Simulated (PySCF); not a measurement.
```xyz
3
charge 1 multiplicity 1, angstrom
Ga    0.0000    0.0000    0.0000
F     0.0000    0.0000    1.6611
F     0.0000    0.0000   -1.6611
```

Level of theory: PBE0 in PySCF with Ga def2-TZVP, F def2-TZVP; no relativity; density-fitted integrals.

This geometry of GaF₂⁺ is a stationary point at this level.

Question: What is the point group?

Answer: D∞h.

Question: Is it a minimum?

Answer: Yes: all harmonic wavenumbers are real.

Question: List the harmonic modes with their infrared intensities.

Answer: 
```json
{"symmetry": "πu", "ω (cm⁻¹)": "170", "IR (km/mol, summed over degenerate members)": "89.9"}
{"symmetry": "σg+", "ω (cm⁻¹)": "736", "IR (km/mol, summed over degenerate members)": "0.0"}
{"symmetry": "σu+", "ω (cm⁻¹)": "931", "IR (km/mol, summed over degenerate members)": "68.9"}
```

Question: Give the atomic charges and bond orders.

Answer: 
```csv
atom,Mulliken,Löwdin,polar tensor,Mayer order to Ga1
Ga1,1.21,0.86,1.79,–
"F2,3",-0.10,0.07,-0.40,1.34
```

In D∞h the vibrations span πu + σg+ + σu+. The σg+ mode carries no infrared intensity, as symmetry demands. With a centre of inversion only u modes can be infrared active and only g modes Raman active.

Other isomers or separated fragments may lie lower.
